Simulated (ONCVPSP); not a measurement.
# Before and after: ONCV potential for Si

```json
{
  "Element": "silicon (Si)",
  "Generator": "ONCVPSP 4.0.1",
  "Type": "optimised norm-conserving Vanderbilt (ONCV)",
  "Functional": "PBEsol",
  "Relativity": "scalar-relativistic",
  "Frozen core": "[Ne]",
  "Valence charge": "4",
  "Reference configuration": "3s2 3p2",
  "Partial waves": "3s: rc 1.40 bohr, ncon 4, nbas 8, qcut 5.1 1/bohr, 2 projectors, debl 1.5 Ha; 3p: rc 2.25 bohr, ncon 3, nbas 8, qcut 3 1/bohr, 2 projectors, debl 3.7 Ha",
  "Local potential": "polynomial inside 1.25 bohr (lpopt 5, dvloc0 4 Ha)",
  "Core correction": "Teter function, fcfact 5, rcfact 1.2"
}
```

All-electron outer shells of the reference configuration (PBEsol, scalar-relativistic, ld1.x):

```csv
shell,level (eV),outermost node (bohr),outermost maximum (bohr)
2s,-139.13,0.15,0.45
2p,-95.42,–,0.39
3s,-10.77,0.72,1.80
3p,-4.06,0.72,2.17
```

Change: s: debl 4.95.

Cutoffs: the cutoffs (Ha) at which the residual kinetic energy of the hardest occupied pseudo-wave falls to 1 and 0.1 mHa per electron; they do not see the model core or the augmentation charge, which bear on the density cutoff. Errors are all-electron minus pseudo energies relative to the spin-unpolarised reference configuration.

Q: Predict the effect on cutoff, ghosts and configuration errors.

A: The potential gets neither clearly harder nor softer (7.9 Ha and 77 Ha → 7.9 Ha and 77 Ha); the bound ghost in s disappears; of the 4 tests that both files solve, the error grows in 1 and shrinks in 2 by more than 15 % and 0.3 meV (median size 1.3 → 1.0 meV).

```csv
quantity,base,changed
"cutoff, loose",7.9 Ha,7.9 Ha
"cutoff, tight",77 Ha,77 Ha
bound ghosts,s,none
GHOST(+) flags under 300 eV,none,s at 185.2 eV
"error for 3s2 3p1, meV [ΔE 7.71 eV]",-0.6,-0.2
"error for 3s2 3p0, meV [ΔE 23.68 eV]",-5.0,-1.8
"error for 3s1 3p0, meV [ΔE 57.58 eV]",-2.1,+7.6
"error for 3s1 3p3, meV [ΔE 6.79 eV]",-0.4,-0.2
s: phases at 1.43 bohr within 0.05 rad from the reference energy up to (Ha; the scan ends near 5),to the end of the scan,to the end of the scan
p: phases at 2.29 bohr within 0.05 rad from the reference energy up to (Ha; the scan ends near 5),to the end of the scan,to the end of the scan
"rms error of d²Exc/dni dnj with the model core, mHa",0.14,0.14
```

 A true bound ghost makes a file unfit for plane-wave use even where its test errors are small: the radial tests pick states by their node count and pass the ghost by.
